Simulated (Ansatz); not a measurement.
CH6Si2Te (`[SiH3]C1[SiH2][Te]1`), relaxed with RKS PBE-D4/def2-SVP in the Gaussian-basis code of Ansatz from a rough embedded geometry. The force threshold is 0.03 eV/Å; the program also tests the step.

Total charge 0; spin multiplicity 1. Te: def2 effective core potential.

Start:

```xyz
10

Si    1.130    0.834    0.046
C    -0.454    0.139    0.615
Si   -1.134   -1.011   -0.595
Te   -0.273   -1.688    1.588
H     1.831    1.479    1.250
H     2.047   -0.173   -0.482
H     0.925    1.901   -0.970
H    -1.220    0.864    1.040
H    -0.241   -1.327   -1.793
H    -2.612   -1.018   -0.699
```

Task: How much energy does the relaxation release, and in how many steps? (An estimate is asked.)

Result: Computed: 11.76 kcal/mol, in 6 steps.

Task: Which bonds change most? (Estimate.)

Result: The calculation gave: C2–Te4 from 2.078 to 2.293 Å; C2–Si3 from 1.803 to 1.868 Å; Si1–C2 from 1.820 to 1.880 Å; Si1–H6 from 1.461 to 1.503 Å.

Task: Give the relaxed structure. (An estimate is asked.)

Result: Computed: 
```xyz
10

Si    1.225    0.965    0.089
C    -0.463    0.227    0.465
Si   -1.198   -1.149   -0.562
Te   -0.313   -1.715    1.675
H     1.927    1.395    1.349
H     2.060   -0.061   -0.623
H     1.066    2.174   -0.803
H    -1.190    0.904    0.952
H    -0.433   -1.592   -1.772
H    -2.682   -1.149   -0.770
```
